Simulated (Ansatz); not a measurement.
`NC(F)O[SiH3]` + H–F → `FC(F)O[SiH3]` + NH₃ at 400 K and 1 bar (substitution at a C–N bond).

Program: Ansatz. Geometries: PBE0-D4/def2-TZVP. ΔE: electronic, gas phase. CCSD(T)/CBS is the MP2 limit (def2-TZVPP, def2-QZVPP) plus CCSD(T) − MP2 in def2-TZVPP, frozen cores. This one scheme is used for every species. Each species was taken in one conformer, which may not be the lowest.

```json
{"species": "`NC(F)O[SiH3]`", "CCSD(T)/CBS energy (Eh)": "-560.44134", "H − E (kJ/mol)": "235.6", "S (J/(mol·K))": "374.2"}
{"species": "H–F", "CCSD(T)/CBS energy (Eh)": "-100.39570", "H − E (kJ/mol)": "36.5", "S (J/(mol·K))": "182.2"}
{"species": "`FC(F)O[SiH3]`", "CCSD(T)/CBS energy (Eh)": "-604.32648", "H − E (kJ/mol)": "167.9", "S (J/(mol·K))": "363.7"}
{"species": "NH₃", "CCSD(T)/CBS energy (Eh)": "-56.50880", "H − E (kJ/mol)": "104.2", "S (J/(mol·K))": "203.1"}
```

H − E and S are ideal-gas, rigid-rotor, harmonic terms from PBE0-D4/def2-TZVP, for one conformer and one mirror image of each species. 1 Eh = 2625.50 kJ/mol, R = 8.31446 J/(mol·K).

Task: By hand: ΔE, ΔH, ΔS and ΔG.

Result: ΔE = (-604.32648) + (-56.50880) − (-560.44134) − (-100.39570) = 0.00176 Eh = 4.6 kJ/mol. Δ(H − E) = 167.9 + 104.2 − 235.6 − 36.5 = 0.0, so ΔH = 4.6 kJ/mol. ΔS = 363.7 + 203.1 − 374.2 − 182.2 = 10.4 J/(mol·K). ΔG = 4.6 − 400 × (10.4)/1000 = 0.4 kJ/mol.

Task: By hand: the equilibrium constant, and the temperature at which ΔG would vanish if ΔH and ΔS stayed fixed.

Result: log₁₀ K = −ΔG/(RT ln 10) = -0.1. ΔG = 0 at ΔH/ΔS = 442 K, though so small a ΔH makes that figure unsure.

TΔS isn't small against ΔH here. The sign of ΔG lies within the doubt. A doubt of 5 kJ/mol in ΔE shifts log₁₀ K by 0.7 here. Other conformers and mirror images would add mixing entropy, several J/(mol·K) or more a flexible species. Modes under 60 cm⁻¹, often nearly free rotors, make the harmonic entropy too high. These are equilibria of isolated gas molecules and say nothing of rates. Largest T1 diagnostic: 0.012 (customary marks: 0.02 for closed shells, 0.045 for open ones).
